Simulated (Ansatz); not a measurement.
`F[SiH]1[SiH2]S1` + H₂ → `[SiH2]1[SiH2]S1` + H–F at 298.15 K and 1 bar (hydrogenolysis of the Si–F bond).

Computed with Ansatz on PBE0-D4/def2-TZVP structures; ΔE is electronic, products minus reactants. CCSD(T)/CBS adds triple-zeta CCSD(T) − MP2 to the extrapolated MP2 energy (def2 sets, frozen cores). This one scheme is used for every species.

```csv
species,CCSD(T)/CBS energy (Eh),H − E (kJ/mol),S (J/(mol·K))
`F[SiH]1[SiH2]S1`,-1077.61450,98.7,316.4
H₂,-1.17544,35.1,130.4
`[SiH2]1[SiH2]S1`,-978.35432,109.2,289.5
H–F,-100.39570,33.5,173.6
```

H − E and S are ideal-gas, rigid-rotor, harmonic terms from PBE0-D4/def2-TZVP, for one conformer and one mirror image of each species. The MP2-based limit puts H₂ 0.8 mEh under its directly extrapolated value; such offsets cancel only in part. 1 Eh = 2625.50 kJ/mol, R = 8.31446 J/(mol·K).

**Question.** By hand: ΔE, ΔH, ΔS and ΔG.

**Answer.** ΔE = (-978.35432) + (-100.39570) − (-1077.61450) − (-1.17544) = 0.03992 Eh = 104.8 kJ/mol. Δ(H − E) = 109.2 + 33.5 − 98.7 − 35.1 = 8.9, so ΔH = 113.7 kJ/mol. ΔS = 289.5 + 173.6 − 316.4 − 130.4 = 16.3 J/(mol·K). ΔG = 113.7 − 298.15 × (16.3)/1000 = 108.8 kJ/mol.

**Question.** By hand: the equilibrium constant, and the temperature at which ΔG would vanish if ΔH and ΔS stayed fixed.

**Answer.** log₁₀ K = −ΔG/(RT ln 10) = -19.1. ΔG = 0 at ΔH/ΔS = 6975 K, far beyond where these terms or the molecules hold.

ΔH outweighs TΔS. A doubt of 5 kJ/mol in ΔE shifts log₁₀ K by 0.9 here. Other conformers and mirror images would add mixing entropy, several J/(mol·K) or more a flexible species. These are equilibria of isolated gas molecules and say nothing of rates. Largest T1 diagnostic: 0.014 (customary marks: 0.02 for closed shells, 0.045 for open ones).
